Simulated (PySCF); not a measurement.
Species: C₇H₉N.
Numbering: `[CH2:1]=[C:2]([CH3:3])[n:4]1[cH:5][cH:6][cH:7][cH:8]1` (hydrogens: H9, H10 on C1; H11, H12, H13 on C3; H14 on C5; H15 on C6; H16 on C7; H17 on C8)

The same species was optimised twice, with GFN2-xTB and with PBE0-D3(BJ)/def2-SVP (PySCF), and the same property calculations (PySCF, gas phase) were run on both structures.

```csv
coordinate,GFN2-xTB,PBE0-D3(BJ)/def2-SVP,change
C2–N4 (Å),1.397,1.410,+0.013
C6–C7 (Å),1.412,1.425,+0.013
N4–C5 (Å),1.370,1.381,+0.011
C1=C2 (Å),1.330,1.340,+0.010
C7–C8 (Å),1.363,1.372,+0.009
C5–C6 (Å),1.363,1.373,+0.010
N4–C8 (Å),1.370,1.378,+0.008
C2–C3 (Å),1.501,1.498,-0.003
C1–C2–C3 (°),121.3,121.9,+0.6
C5–N4–C8 (°),107.7,108.3,+0.6
C2–N4–C5 (°),126.0,125.4,-0.6
N4–C8–C7 (°),109.1,108.6,-0.5
C1–C2–N4 (°),123.0,122.5,-0.5
N4–C5–C6 (°),109.1,108.7,-0.4
C6–C7–C8 (°),107.1,107.3,+0.2
C3–C2–N4 (°),115.7,115.6,-0.1
C1–C2–N4–C5 (°),-179,-178,+1
```

Rotational constants: A = 4754, B = 1686, C = 1255 MHz (GFN2-xTB) against A = 4675, B = 1672, C = 1241 MHz (PBE0-D3(BJ)/def2-SVP).

On the GFN2-xTB structure: lowest singlet, TDDFT (eV) 5.25 [CAM-B3LYP/def2-SVPD]; lowest triplet, Tamm–Dancoff (eV) 3.72 [CAM-B3LYP/def2-SVPD]; isotropic polarisability (au) 89.3 [CAM-B3LYP/def2-SVPD]; HOMO (eV) -7.49 [CAM-B3LYP/def2-SVPD]; LUMO (eV) 0.62 [CAM-B3LYP/def2-SVPD]; dipole (D) 1.33 [CAM-B3LYP/def2-SVPD]; HOMO (eV) -6.21 [PBE0/pcSseg-1]; LUMO (eV) -0.36 [PBE0/pcSseg-1]; dipole (D) 1.40 [PBE0/pcSseg-1]; GIAO shielding of C1 (ppm) 89.0 [PBE0/pcSseg-1]; GIAO shielding of C2 (ppm) 41.2 [PBE0/pcSseg-1]; GIAO shielding of C3 (ppm) 163.7 [PBE0/pcSseg-1]; GIAO shielding of N4 (ppm) 60.0 [PBE0/pcSseg-1]; GIAO shielding of C5/C8 (mean) (ppm) 66.8 [PBE0/pcSseg-1]; GIAO shielding of C6/C7 (mean) (ppm) 70.2 [PBE0/pcSseg-1].

Q: What do these properties become on the PBE0-D3(BJ)/def2-SVP structure?

A: 
```tsv
property	level	on GFN2-xTB	on PBE0-D3(BJ)/def2-SVP	change
lowest singlet, TDDFT (eV)	CAM-B3LYP/def2-SVPD	5.25	5.20	-0.05
lowest triplet, Tamm–Dancoff (eV)	CAM-B3LYP/def2-SVPD	3.72	3.65	-0.07
isotropic polarisability (au)	CAM-B3LYP/def2-SVPD	89.3	91.0	+1.7
HOMO (eV)	CAM-B3LYP/def2-SVPD	-7.49	-7.49	0.00
LUMO (eV)	CAM-B3LYP/def2-SVPD	0.62	0.56	-0.06
dipole (D)	CAM-B3LYP/def2-SVPD	1.33	1.37	+0.04
energy, GFN2-xTB geometry as zero (kcal/mol)	CAM-B3LYP/def2-SVPD	0.0	-1.0	-1.0
HOMO (eV)	PBE0/pcSseg-1	-6.21	-6.22	-0.01
LUMO (eV)	PBE0/pcSseg-1	-0.36	-0.42	-0.06
dipole (D)	PBE0/pcSseg-1	1.40	1.44	+0.04
energy, GFN2-xTB geometry as zero (kcal/mol)	PBE0/pcSseg-1	0.0	-0.6	-0.6
GIAO shielding of C1 (ppm)	PBE0/pcSseg-1	89.0	86.0	-3.0
GIAO shielding of C2 (ppm)	PBE0/pcSseg-1	41.2	38.5	-2.7
GIAO shielding of C3 (ppm)	PBE0/pcSseg-1	163.7	162.2	-1.5
GIAO shielding of N4 (ppm)	PBE0/pcSseg-1	60.0	54.4	-5.6
GIAO shielding of C5/C8 (mean) (ppm)	PBE0/pcSseg-1	66.8	64.2	-2.6
GIAO shielding of C6/C7 (mean) (ppm)	PBE0/pcSseg-1	70.2	68.3	-1.9
```

The heavy atoms differ by 0.012 Å rms after alignment. Among bonds between heavy atoms C2–N4 and C6–C7 change most and about equally (+0.013 Å). Changes are differences of the printed values. Neither structure is proved a minimum here.

Conformer computed: `[CH2:1]=[C:2]([CH3:3])[n:4]1[cH:5][cH:6][cH:7][cH:8]1`: C1–C2–N4–C5 -178°.
